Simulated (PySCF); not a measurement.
Working out the ionisation energy of Pr¹⁹⁺

Pr¹⁹⁺ [Kr] 4d4 (5D) → Pr²⁰⁺ [Kr] 4d3 (4F). Calculation: PySCF 2.14, in an uncontracted even-tempered set (20 s from 1.1 bohr⁻², ratio 2.5; 14 p from 1.4 bohr⁻², ratio 2.5; 9 d from 1.4 bohr⁻², ratio 2.5; 4 f from 6.3 bohr⁻², ratio 2.7; 4 g from 9.5 bohr⁻², ratio 2.7); scalar relativity by spin-free X2C-1e. Frozen: [Ar] 3d10; the 43 highest virtual orbitals dropped. Energies in hartree (1 hartree = 27.21139 eV):

```json
{"part": "UHF", "Pr¹⁹⁺ (lower)": "-9091.550958", "Pr²⁰⁺ (upper)": "-9071.194489"}
{"part": "MP2 opposite-spin", "Pr¹⁹⁺ (lower)": "-0.263542", "Pr²⁰⁺ (upper)": "-0.254735"}
{"part": "MP2 same-spin", "Pr¹⁹⁺ (lower)": "-0.111692", "Pr²⁰⁺ (upper)": "-0.092891"}
```

What does Hartree-Fock give?

(-9071.194489) − (-9091.550958) = 20.356469 hartree = 553.928 eV.

What do MP2 and SCS-MP2 (6/5 opposite-spin, 1/3 same-spin) give?

The opposite-spin parts differ by 0.240 eV and the same-spin parts by 0.512 eV. MP2: 553.928 + (0.240) + (0.512) = 554.680 eV. SCS-MP2: 553.928 + 1.2 × (0.240) + (0.512)/3 = 554.387 eV.

Reference: 554 ± 4 eV (theoretical estimate listed by NIST; NIST Atomic Spectra Database, ionization energies), between the lowest levels; spin-orbit coupling is absent from the calculation.

What remains against the reference includes basis incompleteness, the frozen core and correlation beyond second order.
